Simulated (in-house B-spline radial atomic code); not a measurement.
A fraction x of an electron is removed from 3p in As⁵⁺, starting from [Ar] 3d10 and keeping the highest spin. All numbers are computed (scalar-relativistic (X2C) BP86, spin-polarised, spherical fractional occupations; Fermi nucleus of rms radius 4.0968 fm) with a B-spline radial code for spherical atoms, not measured.

```csv
x,E(x) - E(0) (eV),3p down level (eV)
0,0.0000,-200.662
0.12,24.2865,-204.116
0.18,?,?
0.26,53.1465,-208.174
0.45,93.2264,-213.729
0.5,103.9496,-215.199
0.6,125.6169,-218.150
0.73,?,?
0.82,174.3284,-224.693
0.9,192.3997,-227.089
1,215.2587,-230.095
```

Task: What belongs in the row x = 0.18?

Result: An energy change of 36.5855 eV; 3p down at -205.852 eV.

Task: What belongs in the row x = 0.73?

Result: An energy change of 154.2270 eV; 3p down at -222.008 eV.

Task: Check Janak's theorem between x = 0.26 and 0.45.

Result: The slope of the energy is 210.95 eV; the orbital levels give 210.95 eV (-ε of the emptying orbital, averaged over the two points).
